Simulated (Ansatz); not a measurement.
Input for Ansatz (a first-principles code): U-PBE/def2-TZVPPD on HKO (SMILES [OH][K]), a point of a bond scan (R = 1.915 Å). Files ending in .json are basis or fitting sets from the Basis Set Exchange.

Ansatz 0.2 input:
```yaml
crystal:
  periodic: [false, false, false]
  atoms:
    - {symbol: K, position_ang: [-0.00000000, -0.00000000, -0.74842630]}
    - {symbol: O, position_ang: [0.00000000, 0.00000000, 1.47363496]}
    - {symbol: H, position_ang: [0.00000000, 0.00000000, 3.38840516]}
basis:
  gaussian:
    orbitals: def2-TZVPPD.json
hamiltonian:
  xc: {name: PBE}
magnetization: {spin_polarized: true, initial_magnetization: 0}
```

Output:

```
WARN ansatz: RAYON_NUM_THREADS=1 ignored (pool sized by the plan → 1); use --threads N
Functional definition: PBE
integrals: 0.02 GiB planned
573 factors; their error is unknown
mean field: 0.24 GiB planned
mean field evaluation 1: about -18357.2685 eV, gradient 6.6e1 eV
mean field evaluation 2: about -18155.7256 eV, gradient 1.3e2 eV
mean field evaluation 4: about -18375.5210 eV, gradient 2.1e1 eV
mean field evaluation 8: about -18377.0086 eV, gradient 1.4e0 eV
mean field evaluation 16: about -18377.0021 eV, gradient 2.3e-6 eV
mean field evaluation 32: about -18377.0450 eV, gradient 5.2e-2 eV
mean field evaluation 64: about -18369.4975 eV, gradient 1.5e-2 eV
mean field evaluation 96: about -18375.5256 eV, gradient 1.2e1 eV
mean field evaluation 128: about -18377.0042 eV, gradient 4.3e-1 eV
mean field -18377.04533414 eV, -675.3439596209 hartree, gradient 1.2e-5 eV, S^2 0.302910; 15 other end points of the search recorded, 0 dependent functions left out
reference -18377.04538457 eV, -675.3439614741 hartree; 14, 14 occupied and 79, 79 virtual orbitals, 573 factors
Total energy: -18377.04538457 eV, -675.3439614741 hartree
```

The calculation finished and met its thresholds. Its determinant has ⟨S²⟩ = 0.30, a mixture of spin states.

Cost: about 17 core-seconds (a rough figure).
